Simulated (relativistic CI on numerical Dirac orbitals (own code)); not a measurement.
# Calculated levels, Dy XIX

Method of calculation: Dirac-Coulomb-Breit CI, separate exchange-only KLI orbitals for each configuration, QED by a radiative potential, unscaled Slater integrals (own radial code, finite nucleus).

CI space (outside the closed core [Ar] 3d10 4s2): 4p⁶4d¹⁰4f², 4p⁶4d¹⁰4f5s, 4p⁶4d¹⁰5s², 4p⁶4d¹⁰4f5p, 4p⁶4d¹⁰5s5p, 4p⁶4d⁹4f³, 4p⁶4d¹⁰5p², 4p⁶4d¹⁰5s5d, 4p⁶4d¹⁰4f5d, 4p⁶4d¹⁰5p5d, 4p⁶4d⁹4f5s², 4p⁶4d¹⁰4f5f, 4p⁵4d¹⁰4f³, 4p⁶4d¹⁰5d², 4p⁶4d⁹4f²5s, 4p⁶4d¹⁰4f6s. Levels of other configurations are missing.

The lowest level is 4p⁶4d¹⁰4f² ³H4, with 93 % of that term; Hund's rules for 4p⁶4d¹⁰4f² give ³H with J = 4, in agreement.

| No. | Configuration | Term | J | E (cm⁻¹) | % | Landé g | Lifetime (s) | jj configuration (%) |
| --- | --- | --- | --- | --- | --- | --- | --- | --- |
| 1 | 4p⁶4d¹⁰4f² | ³H | 4 | 0 | 93 | 0.812 |  | 4f5/2^2 (93) |
| 2 | 4p⁶4d¹⁰4f² | ³H | 5 | 9310 | 100 | 1.032 | 5.02e-02 | 4f5/2 4f7/2 (100) |
| 3 | 4p⁶4d¹⁰4f² | ³F | 2 | 12841 | 95 | 0.683 | 9.57e+02 | 4f5/2^2 (76) |
| 4 | 4p⁶4d¹⁰4f² | ³H | 6 | 18232 | 99 | 1.163 | 6.34e-02 | 4f7/2^2 (78) |
| 5 | 4p⁶4d¹⁰4f² | ³F | 3 | 19308 | 100 | 1.082 | 1.38e-01 | 4f5/2 4f7/2 (100) |
| 6 | 4p⁶4d¹⁰4f² | ³F | 4 | 19529 | 49 | 1.111 | 7.86e-02 | 4f5/2 4f7/2 (93) |
| 7 | 4p⁶4d¹⁰4f² | ³F | 4 | 31315 | 51 | 1.122 | 2.34e-02 | 4f7/2^2 (99) |
| 8 | 4p⁶4d¹⁰4f² | ¹D | 2 | 45230 | 77 | 1.070 | 1.54e-02 | 4f5/2 4f7/2 (56) |
| 9 | 4p⁶4d¹⁰4f² | ³P | 0 | 53137 | 97 |  | 1.08e+00 | 4f5/2^2 (72) |
| 10 | 4p⁶4d¹⁰4f² | ¹I | 6 | 55360 | 99 | 1.000 | 2.37e-02 | 4f5/2 4f7/2 (77) |
| 11 | 4p⁶4d¹⁰4f² | ³P | 1 | 56410 | 100 | 1.499 | 1.12e-01 | 4f5/2 4f7/2 (100) |
| 12 | 4p⁶4d¹⁰4f² | ³P | 2 | 62285 | 82 | 1.409 | 2.12e-02 | 4f7/2^2 (76) |
| 13 | 4p⁶4d¹⁰4f² | ¹S | 0 | 123939 | 97 |  | 2.25e-03 | 4f7/2^2 (72) |
| 14 | 4p⁶4d¹⁰4f5s | ³F° | 2 | 281733 | 100 | 0.664 | 5.09e-06 | 4f5/2 5s (100) |
| 15 | 4p⁶4d¹⁰4f5s | ³F° | 3 | 283972 | 82 | 1.067 | 5.37e-06 | 4f5/2 5s (92) |
| 16 | 4p⁶4d¹⁰4f5s | ³F° | 4 | 293102 | 100 | 1.249 | 4.08e-06 | 4f7/2 5s (100) |
| 17 | 4p⁶4d¹⁰4f5s | ¹F° | 3 | 298866 | 82 | 1.013 | 2.44e-06 | 4f7/2 5s (92) |
| 18 | 4p⁶4d¹⁰4f5p | ³G | 3 | 523506 | 66 | 0.841 | 1.22e-10 | 4f5/2 5p1/2 (99) |
| 19 | 4p⁶4d¹⁰4f5p | ³F | 2 | 528005 | 58 | 0.833 | 1.18e-10 | 4f5/2 5p1/2 (97) |
| 20 | 4p⁶4d¹⁰4f5p | ³D | 3 | 536337 | 42 | 1.167 | 1.21e-10 | 4f7/2 5p1/2 (98) |
| 21 | 4p⁶4d¹⁰4f5p | ³G | 4 | 539759 | 41 | 1.103 | 1.15e-10 | 4f7/2 5p1/2 (98) |
| 22 | 4p⁶4d¹⁰5s² | ¹S | 0 | 601338 | 99 |  | 3.60e-02 | closed (99) |
| 23 | 4p⁶4d¹⁰4f5p | ³F | 3 | 614663 | 37 | 0.956 | 4.61e-11 | 4f5/2 5p3/2 (97) |
| 24 | 4p⁶4d¹⁰4f5p | ³G | 4 | 623574 | 50 | 1.146 | 4.40e-11 | 4f5/2 5p3/2 (51) |
| 25 | 4p⁶4d¹⁰4f5p | ³D | 2 | 624352 | 46 | 0.945 | 4.34e-11 | 4f5/2 5p3/2 (98) |
| 26 | 4p⁶4d¹⁰4f5p | ³D | 3 | 632604 | 55 | 1.196 | 4.44e-11 | 4f7/2 5p3/2 (96) |
| 27 | 4p⁶4d¹⁰4f5p | ³D | 1 | 633137 | 100 | 0.496 | 4.07e-11 | 4f5/2 5p3/2 (100) |
| 28 | 4p⁶4d¹⁰4f5p | ³G | 5 | 636364 | 100 | 1.199 | 4.15e-11 | 4f7/2 5p3/2 (100) |
| 29 | 4p⁶4d¹⁰4f5p | ¹G | 4 | 637461 | 74 | 1.047 | 4.11e-11 | 4f7/2 5p3/2 (51) |
| 30 | 4p⁶4d¹⁰4f5p | ¹D | 2 | 649234 | 61 | 1.049 | 4.12e-11 | 4f7/2 5p3/2 (99) |
| 31 | 4p⁶4d¹⁰5s5p | ³P° | 0 | 815803 | 100 |  | 2.94e-08 | 5s 5p1/2 (100) |
| 32 | 4p⁶4d¹⁰5s5p | ³P° | 1 | 830959 | 86 | 1.432 | 5.81e-10 | 5s 5p1/2 (94) |
| 33 | 4p⁶4d¹⁰5s5p | ³P° | 2 | 915984 | 100 | 1.500 | 1.36e-08 | 5s 5p3/2 (100) |
| 34 | 4p⁶4d¹⁰5s5p | ¹P° | 1 | 966357 | 83 | 1.067 | 2.18e-11 | 5s 5p3/2 (91) |
| 35 | 4p⁶4d¹⁰4f5d | ³F° | 2 | 1026167 | 71 | 0.770 | 5.59e-12 | 4f5/2 5d3/2 (96) |
| 36 | 4p⁶4d¹⁰4f5d | ³H° | 4 | 1026619 | 50 | 0.913 | 6.95e-12 | 4f5/2 5d3/2 (85) |
| 37 | 4p⁶4d¹⁰4f5d | ³G° | 3 | 1026859 | 82 | 0.797 | 3.97e-12 | 4f5/2 5d3/2 (95) |
| 38 | 4p⁶4d¹⁰4f5d | ³G° | 4 | 1035286 | 37 | 1.004 | 5.25e-12 | 4f7/2 5d3/2 (88) |
| 39 | 4p⁶4d¹⁰4f5d | ³F° | 3 | 1038528 | 84 | 1.099 | 5.67e-12 | 4f7/2 5d3/2 (71) |
| 40 | 4p⁶4d¹⁰4f5d | ³D° | 1 | 1041887 | 80 | 0.633 | 4.72e-12 | 4f5/2 5d3/2 (82) |
| 41 | 4p⁶4d¹⁰4f5d | ³G° | 4 | 1042746 | 60 | 0.993 | 5.45e-12 | 4f5/2 5d5/2 (94) |
| 42 | 4p⁶4d¹⁰4f5d | ³H° | 5 | 1043387 | 80 | 1.057 | 6.50e-12 | 4f7/2 5d3/2 (79) |
| 43 | 4p⁶4d¹⁰4f5d | ³D° | 3 | 1048299 | 39 | 1.103 | 4.84e-12 | 4f5/2 5d5/2 (72) |
| 44 | 4p⁶4d¹⁰4f5d | ¹D° | 2 | 1048349 | 55 | 1.044 | 5.84e-12 | 4f7/2 5d3/2 (51) |
| 45 | 4p⁶4d¹⁰4f5d | ³D° | 2 | 1049616 | 87 | 1.138 | 5.08e-12 | 4f5/2 5d5/2 (64) |

Energies count from the lowest computed level; ° marks odd parity; lifetimes are radiative, by E1, M1, E2, M2 decay to levels of this space only. Filled j subshells are mostly left out of the jj labels.

The mean weight of the leading LS term, summed over parents, in these 45 levels is 76 %, and that of the leading jj configuration (from the same eigenvectors) 87 %, so jj coupling describes them better and the LS labels are nominal.

At this charge transitions that keep the count of f electrons are usually good to a few per cent. Terms inside the open d or f shell come out 10 to 20 % too wide with unscaled integrals. Levels that differ in their count of f electrons can be misplaced by several ten thousand cm⁻¹, since the correlation energy of f electrons is missing or only estimated; rates across such gaps can be off by orders of magnitude.

Landé's interval rule says that E(J) − E(J−1) = AJ with one A. For the ground term the intervals give A = 1862.0, 1487.0 cm⁻¹ for J = 5, 6; the multiplet is regular.

LS names give the leading component of a level, which can be under half, so a name can repeat, a term be missing and a line seem to break the LS rules.
